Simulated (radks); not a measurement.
Values are calculated unless marked as measured or tabulated.
Question: All-electron atom: Si4+ in [Ne] (the NIST ground configuration). Level of theory: Dirac Kohn-Sham, LDA (Slater exchange, Perdew-Wang correlation), spin-unpolarised, spherical densities, point nucleus (a radial shooting solver on a logarithmic mesh with Libxc functionals). Some entries of the table are withheld. Estimate them.

orbital,occ.,eigenvalue (eV),<r^2> (bohr^2),<1/r> (bohr^-1)
1s1/2,2,-1833.409,0.01678,(1)
2s1/2,2,(2),0.3824,2.589
2p1/2,2,(3),(4),2.490
2p3/2,4,(5),(6),2.477

Answer: 
(1) 1s1/2 <1/r> (bohr^-1): 13.60
(2) 2s1/2 eigenvalue (eV): -191.6046
(3) 2p1/2 eigenvalue (eV): -149.0106
(4) 2p1/2 <r^2> (bohr^2): 0.3529
(5) 2p3/2 eigenvalue (eV): -148.3517
(6) 2p3/2 <r^2> (bohr^2): 0.3555
